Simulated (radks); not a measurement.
Values are calculated unless marked as measured or tabulated.
Si13+, 1 electrons, occupied as 1s1. Level of theory: non-relativistic Kohn-Sham, BLYP, spin-polarised, spherical densities, point nucleus; open shells are filled with parallel spins first (a radial shooting solver on a logarithmic mesh with Libxc functionals).

Normalised radial functions P(r) = r R(r), r in bohr:

```
   r/bohr * 2p up (the largest magnitude, 1.63, reaches the edge; | marks zero)
  0.00914 *
  0.01006 *
  0.01099 |*
  0.01209 |*
  0.01331 |*
  0.01454 |*
    0.016 |*
  0.01761 |*
  0.01939 | *
  0.02117 | *
   0.0233 | *
  0.02565 |  *
  0.02801 |  *
  0.03083 |   *
  0.03394 |   *
  0.03706 |    *
   0.0408 |     *
  0.04491 |      *
  0.04943 |       *
  0.05398 |         *
  0.05942 |          *
  0.06541 |            *
  0.07142 |              *
  0.07862 |                *
  0.08654 |                   *
   0.0945 |                     *
    0.104 |                        *
   0.1145 |                            *
    0.126 |                               *
   0.1376 |                                  *
   0.1515 |                                      *
   0.1668 |                                         *
   0.1821 |                                            *
   0.2005 |                                               *
   0.2207 |                                                  *
    0.241 |                                                    *
   0.2652 |                                                     *
    0.292 |                                                      *
   0.3214 |                                                      *
   0.3509 |                                                    *
   0.3863 |                                                  *
   0.4252 |                                              *
   0.4643 |                                          *
   0.5111 |                                     *
   0.5626 |                                *
   0.6144 |                          *
   0.6763 |                     *
   0.7444 |                *
   0.8195 |           *
   0.8948 |        *
    0.985 |     *
    1.084 |   *
    1.184 | *
    1.303 |*
```

2p up (empty): eigenvalue -604.61 eV, 0 radial nodes, <r> = 0.368 bohr, 90 % of the charge inside 0.590 bohr.
